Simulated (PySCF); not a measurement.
# Antimony: a sound run and one with changed settings

Sound run: Sb⁺ [Kr] 4d10 5s2 5p2, Sb²⁺ [Kr] 4d10 5s2 5p1. All numbers are calculated (PySCF 2.14, the spin-free X2C one-electron Hamiltonian (Gaussian nucleus), in x2c-TZVPall). The sound run starts from symmetry-adapted Hartree-Fock orbitals and uses a fine grid where one is needed.

A second run was set up differently.

| species | method | sound run (hartree) | changed run (hartree) | converged |
| --- | --- | --- | --- | --- |
| Sb⁺ | UHF | -6477.63714 | -6477.63714 | yes |
| Sb⁺ | M06-L | -6480.26768 | -6480.27081 | yes |
| Sb⁺ | PBE0 | -6480.03561 | -6480.03610 | yes |
| Sb²⁺ | UHF | -6477.04877 | -6477.04877 | yes |
| Sb²⁺ | M06-L | -6479.67515 | -6479.67632 | yes |
| Sb²⁺ | PBE0 | -6479.42804 | -6479.42797 | yes |

Ionisation energy of Sb⁺:

```json
{"method": "UHF", "sound run (eV)": "16.010", "changed run (eV)": "16.010"}
{"method": "M06-L", "sound run (eV)": "16.124", "changed run (eV)": "16.177"}
{"method": "PBE0", "sound run (eV)": "16.533", "changed run (eV)": "16.548"}
```

(1) What was changed?
A. too few SCF iterations
B. level shift left on
C. angular grid far too coarse
D. a valence shell is frozen

## Answers

(1) C. It used 14 angular points. A coarse angular grid integrates products of high-l functions wrongly, so density functionals can shift, and the SCF can exploit the error; Hartree-Fock and MP2 need no grid.
